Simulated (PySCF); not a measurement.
**TlB at PBE**

Level: PBE. PySCF, scalar-relativistic core potentials, basis sets Tl def2-SVPD with ECP60, B def2-SVPD.

| Property | Result |
| --- | --- |
| state | ³Π (triplet), unpaired electrons σ ↑, π ↑ |
| bond length | 2.515 Å |
| harmonic wavenumber | 327 cm⁻¹ |
| force constant | 0.660 mdyn/Å |
| rotational constant Be | 0.2551 cm⁻¹ |
| anharmonicity ωexe | 1.99 cm⁻¹ |
| vibration–rotation constant αe | 0.00229 cm⁻¹ |
| well depth De to Tl + B | 43.4 kcal/mol |
| dissociation energy D0 | 42.9 kcal/mol |
| bond order (Mayer) | 1.11 |
| dipole moment (positive dipole means Tl(−)B(+)) | -2.24 D |

These are scalar-relativistic numbers at best; spin–orbit coupling would shift them, the dissociation energy most. The state is the lowest determinant that a PBE0 search found; another state may lie lower at other levels.
